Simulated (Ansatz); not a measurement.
Mulliken charges of `FC1=N[SiH2]S1` from r2SCAN/def2-TZVPP in Ansatz (PBE0-D4/def2-TZVP geometry).

```json
{"atom": "F1", "x (Å)": "1.148", "y (Å)": "-1.939", "z (Å)": "1.137", "charge (e)": "-0.142"}
{"atom": "C2", "x (Å)": "0.551", "y (Å)": "-0.930", "z (Å)": "0.539", "charge (e)": "0.323"}
{"atom": "N3", "x (Å)": "-0.672", "y (Å)": "-0.916", "z (Å)": "0.221", "charge (e)": "-0.371"}
{"atom": "Si4", "x (Å)": "-0.525", "y (Å)": "0.697", "z (Å)": "-0.455", "charge (e)": "0.510"}
{"atom": "S5", "x (Å)": "1.548", "y (Å)": "0.494", "z (Å)": "0.162", "charge (e)": "-0.207"}
{"atom": "H6", "x (Å)": "-1.272", "y (Å)": "1.747", "z (Å)": "0.268", "charge (e)": "-0.057"}
{"atom": "H7", "x (Å)": "-0.716", "y (Å)": "0.779", "z (Å)": "-1.918", "charge (e)": "-0.057"}
```

Question: By hand: the dipole of these point charges (1 e Å = 4.8032 D).

Answer: Σ q r = (-0.211, 0.424, -0.241) e Å, of length 0.531 e Å = 2.55 D.

Question: How does the dipole of the full density compare? (Estimate.)

Answer: Computed: (-0.044, 0.422, -0.198) e Å, 2.25 D; the point charges give 1.13 times that, at 19° from its direction.

Point charges leave out the atoms' own dipoles, such as those of lone pairs, and Mulliken's split depends on the basis, so the two needn't agree.
